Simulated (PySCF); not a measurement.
**How methods differ on the excitation energy of O**

O [He] 2s2 2p4 (3P) → O [He] 2s1 2p5 (3P), as a difference of total energies. Calculation: PySCF 2.14, in dyall-acv3z (15s9p4d2f, 76 functions); no relativity, point nucleus. Correlated levels: valence: 1s2 frozen; valence and next inner shell: nothing frozen; virtual orbitals above 40 to 60 times the deepest correlated orbital energy dropped. The calculations carry no spin-orbit coupling.

| method | excitation energy (eV) |
| --- | --- |
| UHF | 16.847 |
| LDA | 14.283 |
| PBE | 14.481 |
| PBE0 | 15.129 |
| r2SCAN | 15.124 |
| CAM-B3LYP | 15.041 |
| B97-3 | 15.250 |
| MN15 | 14.465 |
| M06 | 14.835 |
| MP2 (valence) | 16.016 |
| SCS-MP2 (valence) | 15.955 |
| MP2 (valence and next inner shell) | 15.983 |
| SCS-MP2 (valence and next inner shell) | 15.942 |

Problem. How much does correlation contribute at MP2 (valence and next inner shell)?

Solution. 15.983 − (16.847) = -0.864 eV, measured against UHF.

The upper state lies above the first ionisation limit, where it may autoionise and the basis confines it.
